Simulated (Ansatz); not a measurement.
Cost and result up the ladder for (H3Ge)2O (Ge2OH6) (9 atoms). Charge 0, multiplicity 1. Geometry: r2SCAN-D4/def2-SVP.

Cartesian coordinates in Å:
```
Ge -1.366 0.419 0.722
H -2.217 0.259 -0.553
H -2.107 -0.115 1.952
H -0.968 1.895 0.907
O 0.103 -0.576 0.582
Ge 1.378 -0.483 -0.657
H 0.774 -0.805 -2.037
H 1.981 0.935 -0.665
H 2.422 -1.528 -0.251
```

Ansatz on 4 threads of Arm Neoverse V2 on a shared host. Times are rough, and most runs start from the orbitals of an earlier one. ωB97M-V/def2-TZVP serves as the yardstick here, not as an exact answer. Differences are given only for rows in sets of like size (and for xTB, whose basis is part of the method), since another set adds its own error. Binding counts from free atoms at the same level (Ge triplet, H doublet, O triplet; other spins of the atoms weren't run), without zero-point energy or a counterpoise term.

The 6-31G sets use Cartesian d functions. B3LYP takes the VWN-RPA correlation. Correlated methods freeze 19 core orbitals; core or outer-core shells of Ge are correlated, in sets that lack core-valence functions.

Correlated methods converge slowly with the basis.

```csv
level,functions,wall time
HF/STO-3G,47,0.15 s
HF/6-31G,79,0.4 s
PBE-D4/def2-SVP,108,0.75 s
B3LYP-D4/6-31G,79,0.95 s
HF/def2-TZVP,163,1.1 s
PBE0-D4/def2-SVP,108,1.1 s
PBE-D4/def2-TZVP (with forces),163,1.5 s
B3LYP-D4/def2-TZVP,163,1.7 s
PBE0-D4/def2-TZVP,163,1.7 s
r2SCAN-D4/def2-TZVP,163,2.6 s
r2SCANh-D4/def2-TZVP,163,2.9 s
r2SCAN0-D4/def2-TZVP,163,3.2 s
ωB97M-V/def2-TZVP,163,6 s
CCSD(T)/def2-TZVP,163,34 s
```

Problem. Estimate what each level gives for the binding energy per atom (eV).

Solution. 
```tsv
level	binding energy per atom (eV)	difference from ωB97M-V/def2-TZVP (eV)
HF/STO-3G	3.02	–
HF/6-31G	1.90	–
PBE-D4/def2-SVP	2.89	–
B3LYP-D4/6-31G	2.79	–
HF/def2-TZVP	2.10	-0.80
PBE0-D4/def2-SVP	2.86	–
PBE-D4/def2-TZVP (with forces)	2.89	-0.01
B3LYP-D4/def2-TZVP	2.90	0.00
PBE0-D4/def2-TZVP	2.86	-0.04
r2SCAN-D4/def2-TZVP	2.93	0.02
r2SCANh-D4/def2-TZVP	2.91	0.00
r2SCAN0-D4/def2-TZVP	2.88	-0.02
ωB97M-V/def2-TZVP	2.90	0.00
CCSD(T)/def2-TZVP	2.85	-0.06
```
